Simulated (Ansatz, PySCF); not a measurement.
Noncovalent pair: HCl (SMILES Cl) (first 2 atoms) with N2 (SMILES N#N); geometry from B3LYP-D3(BJ)/def2-TZVP.
(charge 0, multiplicity 1):
| atom | x (Å) | y (Å) | z (Å) |
|---|---|---|---|
| Cl | -0.1797 | -0.2793 | -0.3226 |
| H | -0.1622 | -0.2077 | 0.9591 |
| N | -0.1296 | -0.0764 | 3.2784 |
| N | -0.1135 | -0.0147 | 4.3668 |

Basis-set superposition error: the interaction energy with monomers in their own basis, and in the dimer's basis (counterpoise).

The values were computed with Ansatz (Gaussian orbitals); PySCF for 6-31G* rows. Values without a source in brackets are computed.

| level | uncorrected (kJ/mol) | counterpoise (kJ/mol) | difference |
|---|---|---|---|
| HF/aug-cc-pV(Q+d)Z | -0.1 | 0.0 | 0.1 |
| SVWN5/def2-TZVPPD | -11.4 | -10.7 | 0.7 |
| r2SCAN/def2-TZVPPD | -4.3 | -3.9 | 0.3 |
| B3LYP/6-31G* | -5.8 | -3.9 | 1.9 |
| BHLYP/def2-TZVPPD | -3.8 | -3.5 | 0.3 |
| wB97M-V/def2-TZVPPD | -5.0 | -4.7 | 0.3 |
| MP2/6-31G* | -7.7 | -4.6 | 3.1 |
| MP2/aug-cc-pV(D+d)Z | -8.2 | -5.4 | 2.8 |
| MP2/aug-cc-pV(T+d)Z | -7.8 | -6.1 | 1.7 |
| SCS-MP2/aug-cc-pV(D+d)Z | -7.0 | -4.1 | 2.9 |

The error is largest for MP2/6-31G* (3.1 kJ/mol) and smallest for HF/aug-cc-pV(Q+d)Z (0.1 kJ/mol).

Ansatz is a program for electronic structure.
